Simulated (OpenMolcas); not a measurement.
**Computed transition rates of C III**

```json
{
  "Program": "OpenMolcas 26.06",
  "Method": "CASSCF",
  "Basis": "ANO-RCC [8s8p4d3f2g]",
  "Scalar Hamiltonian": "DKH2, point nucleus",
  "Active space": "2 electrons in 8 orbitals (2s 2p 3s 3p)",
  "State averaging": "2S+1 = 3 even, 3 roots; 2S+1 = 1 even, 7 roots; 2S+1 = 3 odd, 3 roots; 2S+1 = 1 odd, 3 roots",
  "Spin-orbit coupling": "RASSI with atomic mean-field integrals over the reference wave functions, term energies averaged over their components"
}
```

Rates come from the transition moments of the reference wave functions (E1 and E2 in the length form). At fixed line strength A goes as λ^-3 for E1 and M1 and as λ^-5 for E2, so a rate at the computed wavelength can be rescaled to the measured one. Measured vacuum wavelengths follow from level energies in Moore, Selected Tables of Atomic Spectra, NSRDS-NBS 3, section 3. Branching counts decays inside the model space alone, at computed energies, and the table is only a selection of the E1 lines, drawn from those between levels with measured partners whose computed energy lies within a factor of 1.5 of the measured one.

| Upper | Lower | Type | λ computed (nm) | λ measured (nm) | A computed (s-1) | A rescaled (s-1) | Branching % |
| --- | --- | --- | --- | --- | --- | --- | --- |
| 2p2 1D2 | 2s 2p 1P* 1 | E1 | 231.5 | 229.8 | 2.02e+08 | 2.07e+08 | 100.0 |
| 2s 2p 3P* 1 | 2s2 1S0 | E1 | 189.1 | 190.9 | 6.48e+01 |  | 100.0 |
| 2p2 1S0 | 2s 2p 1P* 1 | E1 | 127 | 124.7 | 2.83e+09 | 2.99e+09 | 100.0 |
| 2p2 3P1 | 2s 2p 3P* 2 | E1 | 116.3 | 117.6 | 6.23e+08 | 6.03e+08 | 41.6 |
| 2p2 3P0 | 2s 2p 3P* 1 | E1 | 116.3 | 117.6 | 1.50e+09 | 1.45e+09 | 100.0 |
| 2p2 3P2 | 2s 2p 3P* 2 | E1 | 116.3 | 117.6 | 1.12e+09 | 1.08e+09 | 75.0 |
| 2p2 3P1 | 2s 2p 3P* 1 | E1 | 116.3 | 117.6 | 3.74e+08 | 3.62e+08 | 25.0 |
| 2p2 3P1 | 2s 2p 3P* 0 | E1 | 116.2 | 117.5 | 5.00e+08 | 4.84e+08 | 33.4 |
| 2p2 3P2 | 2s 2p 3P* 1 | E1 | 116.2 | 117.5 | 3.75e+08 | 3.63e+08 | 25.0 |
| 2s 2p 1P* 1 | 2s2 1S0 | E1 | 89.24 | 97.7 | 2.16e+09 | 1.65e+09 | 100.0 |

Spin-changing lines and M1 lines between different terms are not rescaled, since their strength hangs on the term gaps too.

The largest correction is for 2s 2p 1P* 1 → 2s2 1S0 (E1): 2.16e+09 × (89.24 / 97.7)^3 = 1.65e+09 s-1, a factor of 0.76.

The computed rate and branching of 2s 2p 1P* 1 → 2s2 1S0 give the upper level a radiative lifetime of 1.000 / 2.16e+09 s-1 = 4.63e-10 s, counting decays inside the model space alone. The rescaled rate gives about 6.1e-10 s.

No measured rate stands beside these. Rescaling mends the energy factor alone: line strengths can still be far off where a level mixes with configurations outside the active space, and weak or spin-changing lines hang on small mixing coefficients that depend on the term gaps too, so rescaling need not improve them.

Active for correlation alone: 3p 3s; no level in the range computed is led by a configuration that fills them, so any true level of that kind is missing. Computed and measured levels are paired by configuration, term and J; levels that our copy of the source lacks, or whose pairing is in doubt (as where it misses far off the trend of its configuration), stay unpaired. Levels of configurations outside the active space are missing.

* marks odd parity.
